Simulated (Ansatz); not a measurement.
```yaml
crystal:
  periodic: [false, false, false]
  atoms:
    - {symbol: C, position_ang: [2.202545, -0.903818, 0.395840]}
    - {symbol: C, position_ang: [2.087497, -0.495844, -1.071435]}
    - {symbol: N, position_ang: [0.773641, -0.720945, -1.649430]}
    - {symbol: C, position_ang: [0.208752, -1.994212, -1.744192]}
    - {symbol: C, position_ang: [-1.137492, -1.895524, -1.574610]}
    - {symbol: N, position_ang: [-1.477280, -0.562053, -1.372870]}
    - {symbol: C, position_ang: [-2.579757, -0.146522, -0.534013]}
    - {symbol: C, position_ang: [-0.284775, 0.214140, -1.436526]}
    - {symbol: H, position_ang: [3.203430, -0.658739, 0.789350]}
    - {symbol: H, position_ang: [2.040783, -1.988834, 0.513451]}
    - {symbol: H, position_ang: [1.456864, -0.368000, 1.001247]}
    - {symbol: H, position_ang: [2.301351, 0.581077, -1.176883]}
    - {symbol: H, position_ang: [2.834482, -1.034820, -1.687292]}
    - {symbol: H, position_ang: [0.813629, -2.865917, -1.997549]}
    - {symbol: H, position_ang: [-1.903482, -2.668302, -1.651600]}
    - {symbol: H, position_ang: [-3.467287, -0.759492, -0.763876]}
    - {symbol: H, position_ang: [-2.811521, 0.909953, -0.738358]}
    - {symbol: H, position_ang: [-2.335267, -0.220891, 0.542380]}
    - {symbol: H, position_ang: [-0.141184, 0.987326, -0.673139]}
    - {symbol: F, position_ang: [0.987289, 2.031853, 1.049764]}
    - {symbol: P, position_ang: [-0.255926, 2.094149, 2.129710]}
    - {symbol: F, position_ang: [-0.493923, 0.474404, 1.915687]}
    - {symbol: F, position_ang: [-1.295421, 2.390332, 0.890698]}
    - {symbol: F, position_ang: [0.787347, 1.772379, 3.341130]}
    - {symbol: F, position_ang: [-1.497677, 2.134263, 3.184507]}
    - {symbol: F, position_ang: [-0.016631, 3.694087, 2.318009]}
basis:
  gaussian: {orbitals: def2-TZVP, initial_orbitals: start.molden}
total_charge: -1
magnetization: {spin_polarized: true, initial_magnetization: 1}
hamiltonian: {xc: pbe0, dispersion: d4}
scf: {omitted_lower_state_checks: [starts]}
output: {orbitals: {seedname: orbitals}}
```

The file start.molden holds the orbitals of an earlier run on this structure, at another level or in another basis.

```sh
$ ansatz run in.yaml --threads 4 --pin off --events-out ev --progress --plain --max-ram 6963MiB
```

Task: Does this run fit into the memory that it is given?

Result: No. It has 537 basis functions, and Ansatz plans for 9 GiB where 7 GiB are given.
